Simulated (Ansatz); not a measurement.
Two isomers of CH9GeNSi: A = `N[CH]([SiH3])[GeH3]`, B = `NC[SiH2][GeH3]`.

Calculated with Ansatz (gas phase, PBE0-D4/def2-TZVP geometries, no zero-point term in ΔE). CCSD(T)/CBS adds triple-zeta CCSD(T) − MP2 to the extrapolated MP2 energy (def2 sets, frozen cores). Functionals use def2-TZVPP. B3LYP here is the variant with VWN-RPA as its local correlation; programs differ in this. For Ge outer-core shells are correlated without core-valence functions, which leaves a few kJ/mol of doubt a bond. Scalar relativity is left out up to krypton. One conformer a species, not always the lowest.

Q: Which is lower in electronic energy at CCSD(T)/CBS, and by how much? (Best estimate.)

A: Ansatz gave: B, by 29.9 kJ/mol.

Q: Give E(B) − E(A) in kJ/mol with PBE0-D4, CCSD(T)/def2-TZVPP, HF/def2-TZVPP, B3LYP-D4, PBE-D4, B2PLYP, MP2/def2-TZVPP. (Estimate.)

A: Computed: PBE0-D4 -40.2, CCSD(T)/def2-TZVPP -29.1, HF/def2-TZVPP -32.4, B3LYP-D4 -35.4, PBE-D4 -41.2, B2PLYP -33.1, MP2/def2-TZVPP -24.2. None reverses the order clearly.

Largest T1 diagnostic: 0.011.

The D4 term adds +3.3 kJ/mol with B3LYP and +1.6 kJ/mol with PBE0; it sums over pairs of atoms, weighted by their polarisabilities, and B3LYP, whose exchange is more repulsive, gets the larger term. In def2-TZVPP, CCSD(T) changes the Hartree–Fock value by +3.3 kJ/mol (the triples alone add +1.0 kJ/mol) and MP2 by +8.2 kJ/mol.
